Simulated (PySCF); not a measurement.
Compound: C₅H₁₂OSi.
SMILES with atom numbers: `[CH3:1][CH2:2][CH2:3][C@H:4]1[O:5][CH2:6][SiH2:7]1` (hydrogens: H8, H9, H10 on C1; H11, H12 on C2; H13, H14 on C3; H15 on C4; H16, H17 on C6; H18, H19 on Si7)

The calculation used TDDFT CAM-B3LYP/def2-SVPD, vertical, gas phase, core orbitals frozen in the response in PySCF. Isolated species at its GFN2-xTB geometry (one conformer only). Torsions of this conformer, `[CH3:1][CH2:2][CH2:3][C@H:4]1[O:5][CH2:6][SiH2:7]1`: C1–C2–C3–C4 -177°, C2–C3–C4–O5 65°.

Kohn–Sham orbitals with the atoms that hold most of them (Löwdin shares over 4%, at most four atoms; ? is withheld):

```csv
orbital,ε (eV),atoms
HOMO-3,-10.67,"C2 28%, C1 13%, C3 12%, H11 12%"
HOMO-2,-9.48,"C6 30%, O5 27%, Si7 18%, C4 6%"
HOMO-1,-9.08,?
HOMO,?,?
LUMO,0.74,"Si7 37%, H18 12%, H19 11%, C6 11%"
LUMO+1,1.32,"Si7 40%, H19 9%, H18 8%, C6 6%"
LUMO+2,1.59,"Si7 37%, C6 8%, H18 8%, O5 8%"
```

Question: Give the leading atoms of the HOMO.

Answer: O5 (bonded to 2 C) 56%; C4 (bonded to C, O, Si and H) 9%; C6 (bonded to O, Si and 2 H) 9%; C3 (bonded to 2 C and 2 H) 8%. By element: oxygen 56%, carbon 26% or more.

Question: Give the leading atoms of the HOMO-1.

Answer: C4 (bonded to C, O, Si and H) 28%; Si7 (bonded to 2 C and 2 H) 18%; O5 (bonded to 2 C) 16%; C3 (bonded to 2 C and 2 H) 8%. By element: carbon 36% or more, silicon 18%, oxygen 16%.

Question: What is the HOMO energy, and the HOMO–LUMO gap?

Answer: ε(HOMO) = -8.60 eV; the gap is 9.34 eV (0.3434 hartree).

Question: The HOMO–LUMO gap is 9.34 eV. Where does the response calculation put the lowest singlet, and from which orbitals?

Answer: S1 is at 6.25 eV (f = 0.0019), 3.10 eV below the gap, made of HOMO→LUMO (94%). 

Question: Give energy, strength and leading configuration of S1, S2 and S4, and follow the Löwdin shares of the leading atoms from the occupied to the empty orbital.

Answer: 
- S1 (6.25 eV, f 0.0019), HOMO→LUMO (94%): O5 56% → at most 11%, C4 9% → at most 11%, Si7 at most 8% → 37%, H18 at most 8% → 12%
- S2 (6.65 eV, f 0.030), HOMO-1→LUMO (72%): C4 28% → at most 11%, Si7 18% → 37%, H18 at most 8% → 12%
- S4 (7.07 eV, f 0.086), HOMO-2→LUMO (70%): C6 30% → 11%, O5 27% → at most 11%, Si7 18% → 37%, H18 at most 6% → 12%

Without π bonds the low states are Rydberg-like; a valence basis with one diffuse set may place them up to an eV too high.
